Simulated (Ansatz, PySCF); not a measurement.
ClH6NSi3, SMILES N1[SiH2][SiH]([SiH2]1)Cl. Atoms are numbered in the order given.

```xyz
11

Cl    -2.3473    -0.5012     0.0000
Si    -0.6229     0.6603     0.0000
Si     1.0930    -0.0410    -1.4499
N      2.0370    -0.3520     0.0000
Si     1.0930    -0.0410     1.4499
H     -1.0255     2.0965     0.0000
H      1.7116     0.9799    -2.3555
H      0.8021    -1.2557    -2.2749
H      2.9951    -0.6910     0.0000
H      0.8021    -1.2557     2.2749
H      1.7116     0.9799     2.3555
```

The structure is a stationary point at PBE0-D3(BJ)/def2-SVP. The structure was generated by enumeration, and PubChem lists no compound with its InChIKey, so it may never have been made.

Two levels are set side by side: PBE-D3(BJ)/def2-SVP (Ansatz, a program for electronic structure) and PBE0-D3(BJ)/def2-SVP (Ansatz). Each level has its own optimised geometry; the coordinates shown are those of the second. Frequencies come from the Hessian of PySCF at each geometry. Differences are taken from unrounded values.

```json
[
 {"quantity": "mean bond length (Å)", "PBE0-D3(BJ)": "1.709"},
 {"quantity": "bond Cl1–Si2 (Å)", "PBE0-D3(BJ)": "2.079"},
 {"quantity": "bond Si2–Si3 (Å)", "PBE0-D3(BJ)": "2.353"},
 {"quantity": "bond Si2–Si5 (Å)", "PBE0-D3(BJ)": "2.353"},
 {"quantity": "bond Si3–N4 (Å)", "PBE0-D3(BJ)": "1.758"},
 {"quantity": "bond N4–Si5 (Å)", "PBE0-D3(BJ)": "1.758"},
 {"quantity": "bond Si2–H6 (Å)", "PBE0-D3(BJ)": "1.491"},
 {"quantity": "bond Si3–H7 (Å)", "PBE0-D3(BJ)": "1.498"},
 {"quantity": "bond Si3–H8 (Å)", "PBE0-D3(BJ)": "1.497"},
 {"quantity": "bond N4–H9 (Å)", "PBE0-D3(BJ)": "1.016"},
 {"quantity": "bond Si5–H10 (Å)", "PBE0-D3(BJ)": "1.497"},
 {"quantity": "bond Si5–H11 (Å)", "PBE0-D3(BJ)": "1.498"},
 {"quantity": "highest harmonic wavenumber (cm⁻¹)", "PBE0-D3(BJ)": "3622"},
 {"quantity": "mean harmonic wavenumber (cm⁻¹)", "PBE0-D3(BJ)": "1008"},
 {"quantity": "zero-point energy (kcal/mol)", "PBE0-D3(BJ)": "38.90"}
]
```

Problem. What does PBE-D3(BJ) give, and how far is it from PBE0-D3(BJ)? (An estimate is asked for; the answer gives what the named calculation found.)

Solution. 
```csv
quantity,PBE-D3(BJ),PBE-D3(BJ) minus PBE0-D3(BJ)
mean bond length (Å),1.721,0.012
bond Cl1–Si2 (Å),2.092,0.013
bond Si2–Si3 (Å),2.364,0.011
bond Si2–Si5 (Å),2.364,0.011
bond Si3–N4 (Å),1.772,0.014
bond N4–Si5 (Å),1.772,0.014
bond Si2–H6 (Å),1.504,0.012
bond Si3–H7 (Å),1.510,0.012
bond Si3–H8 (Å),1.509,0.012
bond N4–H9 (Å),1.025,0.009
bond Si5–H10 (Å),1.509,0.012
bond Si5–H11 (Å),1.510,0.012
highest harmonic wavenumber (cm⁻¹),3499,-123
mean harmonic wavenumber (cm⁻¹),970,-37
zero-point energy (kcal/mol),37.45,-1.45
```

GGA bonds tend to be longer and softer than those of functionals with exact exchange. Differences between two approximate levels are no errors against the true value.
